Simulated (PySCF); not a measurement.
MoO2FCl, SMILES [O]=[Mo](=[O])([F])[Cl], multiplicity 1.

Geometry: B3LYP-D3(BJ)/def2-SVP. The spin state was assumed, not searched. The structure was generated by enumeration; whether it is a known compound was not checked. The def2 effective core potentials stand for the cores of Mo; spin–orbit coupling is left out.

These are PBE/def2-TZVP run with PySCF values and carry that method's errors.

Symmetry labels are those of the subgroup Cs that the program uses (full group Cs).

Computed valence orbital energies around the gap with their symmetry:
```tsv
orbital	symmetry	energy (eV)
HOMO−7	A"	-11.25
HOMO−6	A'	-10.48
HOMO−5	A"	-10.02
HOMO−4	A'	-9.84
HOMO−3	A'	-9.44
HOMO−2	A'	-8.83
HOMO−1	A"	-8.77
HOMO	A"	-8.39
LUMO	A'	-4.35
LUMO+1	A"	-3.91
LUMO+2	A'	-3.27
LUMO+3	A'	-2.05
```
